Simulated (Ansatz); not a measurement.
The same path of GeH3S (5 atoms, charge 0, multiplicity 2) was run twice with different band settings. The coordinate that changes most is the dihedral H3–S1–Ge2–H5.

Level of theory: UKS PBE0-D4/def2-mTZVP (Ansatz).

Relaxed end points:

```xyz
5
Properties=species:S:1:pos:R:3
S 1.136 -0.803 0.654
Ge -0.399 0.687 0.032
H 0.256 -1.797 0.913
H -1.363 0.029 -0.991
H 0.420 1.810 -0.649
```

```xyz
5
Properties=species:S:1:pos:R:3
S 0.316 -1.463 0.358
Ge -0.587 0.535 -0.035
H 1.223 -1.021 1.260
H -1.446 0.315 -1.302
H 0.544 1.560 -0.322
```

Common settings: movable images 7; climbing image yes; spring 5.0 eV/Å²; optimiser quadratic models (default); start path through a guess of the saddle point; end points relaxed.

| run | force threshold | iteration limit |
| --- | --- | --- |
| 1 | 0.05 eV/Å | 57 |
| 2 | 0.2 eV/Å | 60 |

Task: What does each run give, and how far can it be trusted?

Result: Run 1: converged after 11 iterations, highest image 0.162 eV above the first end. A vibrational analysis at the climbing image gives one clearly imaginary mode, 234i cm⁻¹: a first-order saddle point.
Run 2: converged after 12 iterations, highest image 0.162 eV above the first end. The threshold of 0.2 eV/Å is loose, so the images may lie well off the minimum-energy path. Another band between the same ends (7 images) ends at a top of the same energy, where a vibrational analysis finds 1 clearly imaginary mode.
